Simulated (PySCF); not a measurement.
Two species compared at the same levels of theory.

First species: C₆H₆O₂.
Structure used (GFN2-xTB), in Å, numbered top down from 1:
```
atom  x, y, z in Å
C1     3.651   -0.261    1.092
C2     2.556    0.016    0.688
C3     1.240    0.419    0.244
O4     0.681    1.417    0.616
O5     0.757   -0.459   -0.639
C6    -0.553   -0.192   -1.148
C7    -1.610   -0.672   -0.199
C8    -2.577    0.092    0.269
H9     4.610   -0.517    1.437
H10   -0.660    0.882   -1.329
H11   -0.600   -0.741   -2.093
H12   -1.511   -1.707    0.101
H13   -3.317   -0.285    0.953
H14   -2.667    1.128   -0.015
```

Second species: C₅H₁₀O.
SMILES with atom numbers: `[CH2:1]=[C:2]([CH2:3][CH3:4])[CH2:5][OH:6]` (hydrogens: H7, H8 on C1; H9, H10 on C3; H11, H12, H13 on C4; H14, H15 on C5; H16 on O6)

Levels: PBE0/def2-SVPD for dipole moment, HOMO energy, LUMO energy, HOMO–LUMO gap, static isotropic polarisability and electronic spatial extent ⟨r²⟩ about the centre of nuclear charge; TDDFT PBE0/def2-SVPD for lowest singlet excitation; TDA PBE0/def2-SVPD for lowest triplet excitation (Tamm–Dancoff); GFN2-xTB for rotational constant A and rotational constant C. Geometries: GFN2-xTB. All species are isolated and taken at one optimised geometry, non-relativistic unless stated. Electronic properties by PySCF.

The conformers computed, where there is a choice (atom-mapped SMILES and torsion angles):
- `[CH:1]#[C:2][C:3](=[O:4])[O:5][CH2:6][CH:7]=[CH2:8]`: C2–C3–O5–C6 179°, C3–O5–C6–C7 -82°, O5–C6–C7–C8 126°
- `[CH2:1]=[C:2]([CH2:3][CH3:4])[CH2:5][OH:6]`: C1–C2–C3–C4 95°, C1–C2–C5–O6 -12°, H–O6–C5–C2 -54°

```tsv
property	column X	column Y
dipole moment	1.84 D	1.75 D
HOMO energy	-7.25 eV	-8.01 eV
LUMO energy	0.26 eV	-1.39 eV
HOMO–LUMO gap	7.51 eV	6.62 eV
lowest singlet excitation	6.67 eV	4.93 eV
lowest triplet excitation (Tamm–Dancoff)	4.39 eV	4.41 eV
static isotropic polarisability	66.5 au	77.4 au
electronic spatial extent ⟨r²⟩ about the centre of nuclear charge	710 bohr²	1128 bohr²
rotational constant A	5.868 GHz	5.475 GHz
rotational constant C	1.878 GHz	1.039 GHz
```

Which column belongs to which species?

Column X is the second species and column Y the first. The first has 14 atoms and 58 electrons, the second 16 and 48.

How does each property change from the first species to the second?

dipole moment +0.09 D; HOMO energy +0.76 eV; LUMO energy +1.65 eV; HOMO–LUMO gap +0.89 eV; lowest singlet excitation +1.74 eV; lowest triplet excitation (Tamm–Dancoff) -0.02 eV; static isotropic polarisability -10.9 au; electronic spatial extent ⟨r²⟩ about the centre of nuclear charge -418 bohr²; rotational constant A +0.393 GHz; rotational constant C +0.839 GHz.

On the first: The polarisability is 11.46 Å³ as a volume (1 au = 0.148185 Å³), or 1.33 au for each of the 58 electrons. A dipole of 1.75 D is allowed in C1, and pure rotational transitions are dipole-allowed.

On the second: S1 lies 0.84 eV below the HOMO–LUMO gap; its leading configuration is HOMO→LUMO+1, weight 0.83. The vertical singlet–triplet gap S1 − T1 is 2.28 eV (TDDFT singlet less Tamm–Dancoff triplet; S1: HOMO→LUMO+1, weight 0.83; T1: HOMO→LUMO, weight 0.84).
